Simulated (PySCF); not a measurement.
# How methods differ on the excitation energy of B²⁺

B²⁺ [He] 2s1 (2S) → B²⁺ [He] 2p1 (2P), as a difference of total energies. All numbers are calculated (PySCF 2.14, no relativity, point nucleus, in def2-TZVPPD (6s3p3d1f, 37 functions)). Correlated levels: valence and next inner shell: nothing frozen. The calculations carry no spin-orbit coupling.

| method | excitation energy (eV) |
| --- | --- |
| UHF | 6.044 |
| MP2 (valence and next inner shell) | 6.024 |
| SCS-MP2 (valence and next inner shell) | 6.031 |
| CCSD (valence and next inner shell) | 6.021 |
| CCSD(T) (valence and next inner shell) | 6.021 |

Problem. How much does correlation contribute at CCSD(T) (valence and next inner shell)?

Solution. 6.021 − (6.044) = -0.023 eV, measured against UHF.
